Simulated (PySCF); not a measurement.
Isomers of C8H12, from PBE0-D3(BJ)/def2-SVP geometry optimisation, gas phase (PySCF 2.14.0). One conformer each, no zero-point energy, no frequencies.

Task: Which is lowest in electronic energy at this level?
A. `[CH2:1]=[CH:2]/[CH:3]=[CH:4]\[C:5](=[CH2:6])[CH2:7][CH3:8]` with C1–C2–C3–C4 180°, C3–C4–C5–C6 173°, C4–C5–C7–C8 -71°: A = 3235, B = 1278, C = 984.0 MHz, dipole 0.34 D
B. `[CH3:1][C:2]#[C:3][CH2:4][CH:5]1[CH2:6][CH2:7][CH2:8]1` with C3–C4–C5–C6 66°, C4–C5–C6–C7 141°, C5–C6–C7–C8 -19°, C6–C7–C8–C5 19°, C4–C5–C8–C7 -142°: A = 5827, B = 862.4, C = 784.7 MHz, dipole 0.20 D
C. `[CH2:1]=[C:2]=[CH:3][C@@H:4]([CH:5]=[CH2:6])[CH2:7][CH3:8]` with C2–C3–C4–C5 118°, C3–C4–C5–C6 -118°, C3–C4–C7–C8 63°: A = 2089, B = 1503, C = 965.0 MHz, dipole 0.35 D

Result: A. That is `C=C/C=C\C(=C)CC`, 13.2 kcal/mol below the next.

| SMILES | mapped SMILES | E (Eh) | relative (kcal/mol) | relative (kJ/mol) | dipole (D) |
| --- | --- | --- | --- | --- | --- |
| C=C/C=C\C(=C)CC | [CH2:1]=[CH:2]/[CH:3]=[CH:4]\[C:5](=[CH2:6])[CH2:7][CH3:8] | -311.42337 | 0.0 | 0.0 | 0.34 |
| CC#CCC1CCC1 | [CH3:1][C:2]#[C:3][CH2:4][CH:5]1[CH2:6][CH2:7][CH2:8]1 | -311.40230 | 13.2 | 55.3 | 0.20 |
| C=C=C[C@@H](C=C)CC | [CH2:1]=[C:2]=[CH:3][C@@H:4]([CH:5]=[CH2:6])[CH2:7][CH3:8] | -311.39528 | 17.6 | 73.7 | 0.35 |

As drawn, the highest has cumulated double bonds, which the lowest lacks.
